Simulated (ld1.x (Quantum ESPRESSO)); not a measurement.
Configuration tests for vanadium (V) (TM)

- Element: V (Z = 23)
- Generator: ld1.x (Quantum ESPRESSO) 7.5
- Type: norm-conserving Troullier–Martins (Kleinman–Bylander form)
- Functional: revPBE
- Relativity: fully relativistic
- Frozen core: [Ne]
- Valence charge: 13
- Reference configuration: 3s2 3p6 3d3 4s1 4p0 (charge +1)
- Partial waves: 3s (bound): rc 1.15 bohr; 3p (bound): rc 1.40 bohr; 3d (bound): rc 1.70 bohr
- Local potential: the d channel
- Core correction: none

Open shells are filled in proportion to 2j + 1 (rel_dist='average').

Occupied shells without a wave of their own: 4s. They enter only through the test configuration that unscreens the potential.

Energies are relative to the spin-unpolarised reference configuration 3s2 3p6 3d3 4s1 4p0; without spin polarisation the order of configurations can differ from experiment. The d channel is local and has no spin–orbit splitting in the pseudo-atom.

| valence configuration | charge | ΔE all-electron (eV) | error AE − PS (meV) |
| --- | --- | --- | --- |
| 3s2 3p6 3d3 4s2 4p0 | 0 | -7.660 | -29 |
| 3s2 3p6 3d2 4s0 4p0 | +3 | 42.949 | -59 |
| 3s1 3p6 3d3 4s2 4p0 | +1 | 69.821 | +11 |
| 3s2 3p6 3d2 4s2 4p1 | 0 | -1.913 | -63 |
| 3s2 3p6 3d4 4s1 4p0 | 0 | -7.076 | +11 |

(1) What are ΔE and the potential's error for 3s2 3p6 3d3 4s0 4p1?

(2) What are ΔE and the potential's error for 3s2 3p6 3d3 4s0 4p0?

## Answers

(1) ΔE = 4.066 eV all-electron; the error (AE − PS) is -103 meV.

(2) ΔE = 14.148 eV all-electron; the error (AE − PS) is +20 meV.
